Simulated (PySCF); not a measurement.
Trend along group 15: MZn cations

PBE0 with double-zeta basis sets in PySCF, for the lowest determinant that a PBE0 search found; no spin–orbit coupling. De refers to high-spin ground-configuration atoms (the charge goes to the atom of lower measured ionisation energy or higher electron affinity, which is not always the lowest computed limit). A positive dipole points towards Zn; it is taken about the centre of mass and depends on that origin.

| M | basis | charged atom | state (unpaired electrons) | Re (Å) | ωe (cm⁻¹) | De (eV) | μ (D) |
| --- | --- | --- | --- | --- | --- | --- | --- |
| N | def2-SVP | Zn+ | triplet (π ↑↑) | 1.987 | 431 | 1.07 | 2.60 |
| P | x2c-SVPall | Zn+ | triplet (π ↑↑) | 2.318 | 305 | 2.13 | 1.51 |
| Sb | def2-SVP | Sb+ | triplet (π ↑↑) | 2.615 | 185 | 2.49 | 4.24 |
| Bi | def2-SVP | Bi+ | triplet (π ↑↑) | 2.697 | 162 | n/a | 5.05 |

The shortest bond is that of ZnN⁺ (1.987 Å), the longest that of ZnBi⁺ (2.697 Å).

The rows differ in basis set, which adds steps of its own.

Down a group the atoms grow and get heavier, so bonds lengthen and wavenumbers fall; this series shows no clear exception.

These are scalar-relativistic numbers at best; spin–orbit coupling would shift them, the dissociation energy most. For an ion De counts to the pair picked by the measured ionisation energies or electron affinities, which need not be the lowest pair at this level. States were picked by a PBE0 search and need not be the measured ground states.
